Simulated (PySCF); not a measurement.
## Correlation energy of Te⁺ (tellurium, charge +1)

[Kr] 4d10 5s2 5p3, high-spin 4S determinant. Calculation: PySCF 2.14, in def2-TZVPPD with the def2 core potential (28 electrons) (7s6p4d2f, 59 functions); a scalar-relativistic core potential. Frozen: 4s2 4p6 4d10; 5 electrons correlated.

```csv
level,correlation energy (mhartree)
CCSD,-76.03
(T),-2.20
CCSD(T),-78.23
```

Diagnostics: T1 = 0.0023, D1 = 0.0062, largest double amplitude 0.040.

**Question.** Is a single reference adequate?

**Answer.** Yes, within this model without spin-orbit coupling: T1 lies below 0.03 and no double amplitude reaches 0.07.
